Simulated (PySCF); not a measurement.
In(H)(OH)(NH2) (H4InNO), SMILES [NH2][InH][OH]. Atoms are numbered in the order given.

```xyz
7

In    -0.1987    -0.1066    -0.1801
H     -1.4383    -0.6523    -1.2274
O      0.4897     1.7756    -0.1688
H      0.0495     2.3402    -0.8125
N      0.7029    -1.1164     1.3111
H      1.5463    -0.7260     1.7190
H      0.7429    -2.1294     1.3169
```

The structure is a stationary point at PBE0-D3(BJ)/def2-SVP. The def2 effective core potentials stand for the cores of In; spin–orbit coupling is left out. The values are those of a single conformer.

All values below come from TDA-PBE0/def2-SVPD run with PySCF 2.14.0.

Vertical excitations. Isolated molecule, no solvent.

```json
[
 {"state": "S1", "energy (eV)": "5.13", "λ (nm)": "242", "f": "0.028", "main pairs": "HOMO→LUMO+1 72 %, HOMO→LUMO 24 %"},
 {"state": "S2", "energy (eV)": "5.53", "λ (nm)": "224", "f": "0.068", "main pairs": "HOMO→LUMO 68 %, HOMO→LUMO+1 24 %"},
 {"state": "S3", "energy (eV)": "6.07", "λ (nm)": "204", "f": "0.074", "main pairs": "HOMO−1→LUMO 42 %, HOMO−1→LUMO+1 28 %, HOMO→LUMO+2 20 %"},
 {"state": "S4", "energy (eV)": "6.21", "λ (nm)": "200", "f": "0.010", "main pairs": "HOMO−2→LUMO 75 %"},
 {"state": "S5", "energy (eV)": "6.24", "λ (nm)": "199", "f": "0.014", "main pairs": "HOMO→LUMO+2 58 %, HOMO−1→LUMO 15 %, HOMO−2→LUMO 12 %, HOMO−2→LUMO+1 11 %"},
 {"state": "S6", "energy (eV)": "6.33", "λ (nm)": "196", "f": "0.016", "main pairs": "HOMO−1→LUMO+1 59 %, HOMO−2→LUMO+1 17 %, HOMO→LUMO+2 9 %"},
 {"state": "S7", "energy (eV)": "6.75", "λ (nm)": "184", "f": "0.011", "main pairs": "HOMO→LUMO+3 92 %"},
 {"state": "S8", "energy (eV)": "7.09", "λ (nm)": "175", "f": "0.189", "main pairs": "HOMO−2→LUMO+1 54 %, HOMO−1→LUMO 17 %, HOMO−2→LUMO 9 %"},
 {"state": "S9", "energy (eV)": "7.33", "λ (nm)": "169", "f": "0.027", "main pairs": "HOMO−3→LUMO 83 %"},
 {"state": "S10", "energy (eV)": "7.38", "λ (nm)": "168", "f": "0.008", "main pairs": "HOMO−1→LUMO+2 80 %"},
 {"state": "T1", "energy (eV)": "4.39", "λ (nm)": "282", "f": "0", "main pairs": "HOMO→LUMO 93 %"},
 {"state": "T2", "energy (eV)": "4.82", "λ (nm)": "257", "f": "0", "main pairs": "HOMO→LUMO+1 91 %"},
 {"state": "T3", "energy (eV)": "5.49", "λ (nm)": "226", "f": "0", "main pairs": "HOMO−1→LUMO 46 %, HOMO−1→LUMO+1 17 %, HOMO−2→LUMO 17 %"},
 {"state": "T4", "energy (eV)": "5.59", "λ (nm)": "222", "f": "0", "main pairs": "HOMO−2→LUMO+1 37 %, HOMO−2→LUMO 28 %, HOMO−1→LUMO+1 13 %, HOMO−1→LUMO 8 %"}
]
```
Triplets are in the Tamm–Dancoff approximation.
